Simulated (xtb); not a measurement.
Input file for xtb: GFN2-xTB on CH4S (SMILES CS), a point of a torsion scan.

```
$ xtb mol.xyz --gfn 2 --opt vtight --chrg 0 --uhf 0 --input xcontrol
6

C     -0.55798456     0.00507727     0.00147095
S      1.12170984     0.71703335    -0.12073468
H     -0.62073175    -0.47153172     0.99939938
H     -1.25001609     0.86466909    -0.10233831
H     -0.69289342    -0.72957856    -0.81754284
H      1.82859020    -0.15750964    -0.98586362
$constrain
  force constant=1.0
  dihedral: 3,1,2,6,105.0
$end
```

The log:

```
[...]
           -------------------------------------------------
          |                Calculation Setup                |
           -------------------------------------------------



           -------------------------------------------------
          |                 G F N 2 - x T B                 |
           -------------------------------------------------

        Reference                      10.1021/acs.jctc.8b01176
      * Hamiltonian:
        H0-scaling (s, p, d)           1.850000    2.230000    2.230000
        zeta-weighting                 0.500000
      * Dispersion:
        s8                             2.700000
        a1                             0.520000
        a2                             5.000000
        s9                             5.000000
      * Repulsion:
        kExp                           1.500000    1.000000
        rExp                           1.000000
      * Coulomb:
        alpha                          2.000000
        third order                    shell-resolved
        anisotropic                    true
        a3                             3.000000
        a5                             4.000000
        cn-shift                       1.200000
        cn-exp                         4.000000
        max-rad                        5.000000


          ...................................................
          :                      SETUP                      :
          :.................................................:
          :  # basis functions                  18          :
          :  # atomic orbitals                  17          :
          :  # shells                            9          :
          :  # electrons                        14          :
          :  max. iterations                   250          :
          :  Hamiltonian                  GFN2-xTB          :
          :  restarted?                      false          :
          :  GBSA solvation                  false          :
          :  PC potential                    false          :
          :  electronic temp.          300.0000000     K    :
          :  accuracy                    1.0000000          :
          :  -> integral cutoff          0.2500000E+02      :
          :  -> integral neglect         0.1000000E-07      :
          :  -> SCF convergence          0.1000000E-05 Eh   :
          :  -> wf. convergence          0.1000000E-03 e    :
          :  Broyden damping             0.4000000          :
          :  net charge                          0          :
          :  unpaired electrons                  0          :
          ...................................................

 iter      E             dE          RMSdq      gap      omega  full diag
   1     -7.4421427 -0.744214E+01  0.476E+00    5.38       0.0  T
   2     -7.4587592 -0.166165E-01  0.275E+00    4.93       1.0  T
   3     -7.4596443 -0.885145E-03  0.996E-01    4.78       1.0  T
   4     -7.4602323 -0.587999E-03  0.423E-01    4.68       1.0  T
   5     -7.4602444 -0.120163E-04  0.716E-02    4.67       1.0  T
   6     -7.4602434  0.924061E-06  0.251E-02    4.67       1.6  T
   7     -7.4602451 -0.162567E-05  0.770E-03    4.67       5.3  T
   8     -7.4602451 -0.184830E-07  0.155E-03    4.67      26.3  T
   9     -7.4602451 -0.521482E-09  0.482E-04    4.67      84.6  T
  10     -7.4602451 -0.394436E-09  0.161E-04    4.67     253.1  T

   *** convergence criteria satisfied after 10 iterations ***

         #    Occupation            Energy/Eh            Energy/eV
      -------------------------------------------------------------
         1        2.0000           -0.7108414             -19.3430
         2        2.0000           -0.6061325             -16.4937
         3        2.0000           -0.5166509             -14.0588
         4        2.0000           -0.5056806             -13.7603
         5        2.0000           -0.4847880             -13.1918
         6        2.0000           -0.4531465             -12.3307
         7        2.0000           -0.3694178             -10.0524 (HOMO)
         8                         -0.1977830              -5.3819 (LUMO)
         9                         -0.1608856              -4.3779
        10                         -0.0082257              -0.2238
        11                          0.0007013               0.0191
        12                          0.0087519               0.2382
       ...                                ...                  ...
        17                          0.4100361              11.1577
      -------------------------------------------------------------
                  HL-Gap            0.1716347 Eh            4.6704 eV
             Fermi-level           -0.2836004 Eh           -7.7172 eV

 SCC (total)                   0 d,  0 h,  0 min,  0.004 sec
 SCC setup                      ...        0 min,  0.000 sec (  2.869%)
 Dispersion                     ...        0 min,  0.000 sec (  1.186%)
 classica
[...]
.6098781             -16.5956
         3        2.0000           -0.5207012             -14.1690
         4        2.0000           -0.5052561             -13.7487
         5        2.0000           -0.4846762             -13.1887
         6        2.0000           -0.4610116             -12.5448
         7        2.0000           -0.3712991             -10.1036 (HOMO)
         8                         -0.2042627              -5.5583 (LUMO)
         9                         -0.1256399              -3.4188
        10                         -0.0112381              -0.3058
        11                         -0.0032537              -0.0885
        12                          0.0054961               0.1496
       ...                                ...                  ...
        17                          0.5255906              14.3020
      -------------------------------------------------------------
                  HL-Gap            0.1670364 Eh            4.5453 eV
             Fermi-level           -0.2877809 Eh           -7.8309 eV

 SCC (total)                   0 d,  0 h,  0 min,  0.002 sec
 SCC setup                      ...        0 min,  0.000 sec (  3.491%)
 Dispersion                     ...        0 min,  0.000 sec (  0.903%)
 classical contributions        ...        0 min,  0.000 sec (  0.379%)
 integral evaluation            ...        0 min,  0.001 sec ( 28.112%)
 iterations                     ...        0 min,  0.000 sec ( 22.307%)
 molecular gradient             ...        0 min,  0.001 sec ( 40.307%)
 printout                       ...        0 min,  0.000 sec (  3.867%)

         :::::::::::::::::::::::::::::::::::::::::::::::::::::
         ::                     SUMMARY                     ::
         :::::::::::::::::::::::::::::::::::::::::::::::::::::
         :: total energy              -7.410305805156 Eh    ::
         :: gradient norm              0.000021582851 Eh/a0 ::
         :: HOMO-LUMO gap              4.545292329086 eV    ::
         ::.................................................::
         :: SCC energy                -7.479470421499 Eh    ::
         :: -> isotropic ES            0.004739406739 Eh    ::
         :: -> anisotropic ES          0.001193300297 Eh    ::
         :: -> anisotropic XC          0.006038903916 Eh    ::
         :: -> dispersion             -0.001784640402 Eh    ::
         :: repulsion energy           0.069162470075 Eh    ::
         :: add. restraining           0.000002146268 Eh    ::
         :: total charge               0.000000000000 e     ::
         :::::::::::::::::::::::::::::::::::::::::::::::::::::

           -------------------------------------------------
          |                Property Printout                |
           -------------------------------------------------

    * Orbital Energies and Occupations

         #    Occupation            Energy/Eh            Energy/eV
      -------------------------------------------------------------
         1        2.0000           -0.7134293             -19.4134
         2        2.0000           -0.6098781             -16.5956
         3        2.0000           -0.5207012             -14.1690
         4        2.0000           -0.5052561             -13.7487
         5        2.0000           -0.4846762             -13.1887
         6        2.0000           -0.4610116             -12.5448
         7        2.0000           -0.3712991             -10.1036 (HOMO)
         8                         -0.2042627              -5.5583 (LUMO)
         9                         -0.1256399              -3.4188
        10                         -0.0112381              -0.3058
        11                         -0.0032537              -0.0885
        12                          0.0054961               0.1496
        13                          0.1263012               3.4368
        14                          0.2141917               5.8285
        15                          0.2189758               5.9586
        16                          0.2289534               6.2301
        17                          0.5255906              14.3020
      -------------------------------------------------------------
                  HL-Gap            0.1670364 Eh            4.5453 eV
             Fermi-level           -0.2877809 Eh           -7.8309 eV

     #   Z          covCN         q      C6AA      α(0)
     1   6 C        3.744    -0.045    21.449     6.607
     2  16 S        1.891    -0.284   153.319    20.841
     3   1 H        0.925     0.055     2.260     2.351
     4   1 H        0.925     0.058     2.224     2.332
     5   1 H        0.925     0.055     2.259     2.350
     6   1 H        0.923     0.161     1.319     1.796

 Mol. C6AA /au·bohr⁶  :        511.447159
 Mol. C8AA /au·bohr⁸  :      17147.990493
 Mol. α(0) /au        :         36.277364


Wiberg/Mayer (AO) data.
largest (>0.10) Wiberg bond orders for each atom

 ---------------------------------------------------------------------------
     #   Z sym  total        # sym  WBO       # sym  WBO       # sym  WBO
 ---------------------------------------------------------------------------
     1   6 C    3.976 --     2 S    1.012     5 H    0.988     3 H    0.987
Note: The following floating-point exceptions are signalling: IEEE_DENORMAL
normal termination of xtb
                             4 H    0.986
     2  16 S    2.004 --     1 C    1.012     6 H    0.966
     3   1 H    0.997 --     1 C    0.987
     4   1 H    0.997 --     1 C    0.986
     5   1 H    0.997 --     1 C    0.988
     6   1 H    0.974 --     2 S    0.966
 ---------------------------------------------------------------------------

Topologies differ in total number of bonds
Writing topology from bond orders to xtbtopo.mol

molecular dipole:
                 x           y           z       tot (Debye)
 q only:       -0.332      -0.485      -0.211
   full:       -0.553      -0.695      -0.267       2.357
molecular quadrupole (traceless):
                xx          xy          yy          xz          yz          zz
 q only:        0.435      -1.650      -1.017      -1.116       0.293       0.582
  q+dip:       -0.952      -3.336      -0.864      -1.230       0.519       1.816
   full:       -0.241      -2.998      -1.021      -1.600       0.907       1.263

           -------------------------------------------------
          |                Geometry Summary                 |
           -------------------------------------------------

      molecular mass/u    :       48.1072863
   center of mass at/Å    :        0.6273401       0.4878431      -0.1062977
  moments of inertia/u·Å² :        0.4880345E+01   0.3938611E+02   0.4107938E+02
rotational constants/cm⁻¹ :        0.3454188E+01   0.4280095E+00   0.4103673E+00

 * 4 selected distances

     #   Z          #   Z                                           value/Å
     1   6 C        3   1 H                                       1.0861515
     1   6 C        4   1 H                                       1.0859370
     1   6 C        5   1 H                                       1.0823454 (min)
     2  16 S        6   1 H                                       1.3294509 (max)

 * 2 distinct bonds (by element types)

   Z      Z             #   av. dist./Å        max./Å        min./Å
   1 H    6 C           3     1.0848113     1.0861515     1.0823454
   1 H   16 S           1     1.3294509     1.3294509     1.3294509


optimized geometry written to: xtbopt.xyz


           -------------------------------------------------
          | TOTAL ENERGY               -7.410305805156 Eh   |
          | GRADIENT NORM               0.000021582851 Eh/α |
          | HOMO-LUMO GAP               4.545292329086 eV   |
           -------------------------------------------------

------------------------------------------------------------------------
------------------------------------------------------------------------
 total:
 SCF:
 ANC optimizer:
```

The run finished.

Warnings raised: the energy holds the restraint's term.

Cost: roughly 0.08 core-seconds.
